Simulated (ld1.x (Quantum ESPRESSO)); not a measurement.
What one change does to a pseudopotential (Pd (Z = 46), PAW)

```
Element                 : palladium
Generator               : ld1.x (Quantum ESPRESSO) 7.5
Type                    : PAW
Functional              : PBEsol
Relativity              : scalar-relativistic
Frozen core             : [Kr]
Valence charge          : 10
Reference configuration : 4d10 5s0
Partial waves           : 5s (bound, empty): rcut 2.10, rcutus 2.90 bohr; 5s channel at 4.45 Ry: rcut 2.10, rcutus 2.90 bohr; 5p channel at -0.05 Ry: rcut 1.70, rcutus 2.35 bohr; 4d (bound): rcut 1.65, rcutus 1.95 bohr; 4d channel at 0.05 Ry: rcut 1.65, rcutus 1.95 bohr
Local potential         : all-electron potential smoothed inside 2.70 bohr (lloc = -1)
Core correction         : Bessel-smoothed model core inside 1.40 bohr
Augmentation charge     : GAUSS, radius 1.85 bohr
```

All-electron outer shells of the reference configuration (PBEsol, scalar-relativistic, ld1.x):

```csv
shell,level (eV),outermost node (bohr),outermost maximum (bohr)
4p,-51.14,0.46,0.91
4d,-4.05,0.45,1.10
5s,-3.30,1.15,2.67
```

Change: core correction Bessel-smoothed model core inside 1.86 bohr.

Cutoffs: the cutoffs (Ry, on a coarse ladder) from which the occupation-weighted sum of valence levels, in a spherical-Bessel basis at the reference potential, stays within 10 and 1 mRy of its value at 400 Ry; they do not see the model core or the augmentation charge, which bear on the density cutoff. Errors are all-electron minus pseudo energies relative to the spin-unpolarised reference configuration.

Q: Predict the effect on cutoff, ghosts and configuration errors.

A: The potential gets neither clearly harder nor softer (30 Ry and 50 Ry → 30 Ry and 50 Ry); the errors of the 7 common tests hardly move; neither file shows a bound ghost. A wider model core is smoother and lowers the density cutoff, which this test does not measure.

| quantity | base | changed |
| --- | --- | --- |
| cutoff, loose | 30 Ry | 30 Ry |
| cutoff, tight | 50 Ry | 50 Ry |
| bound ghosts | none | none |
| error for 4d9 5s0, meV [ΔE 9.12 eV] | -19 | -19 |
| error for 4d8 5s0, meV [ΔE 29.94 eV] | -159 | -159 |
| error for 4d7 5s0, meV [ΔE 64.29 eV] | -599 | -600 |
| error for 4d9.5 5s0, meV [ΔE 3.24 eV] | -2.7 | -2.7 |
| error for 4d9 5s1, meV [ΔE 1.51 eV] | -21 | -21 |
| error for 4d8 5s1, meV [ΔE 13.66 eV] | -118 | -120 |
| error for 4d6 5s0, meV [ΔE 113.61 eV] | -1565 | -1569 |
| s: phases at 3.17 bohr within 0.05 rad from the reference energy up to (Ry; the scan ends near 5) | 2.8 | 2.8 |
| p: phases at 3.17 bohr within 0.05 rad from the reference energy up to (Ry; the scan ends near 5) | 1.7 | 1.7 |
| d: phases at 3.17 bohr within 0.05 rad from the reference energy up to (Ry; the scan ends near 5) | to the end of the scan | to the end of the scan |
| lowest overlap eigenvalue by channel | s 0.07, p 1.00, d 0.98 | s 0.07, p 1.00, d 0.98 |
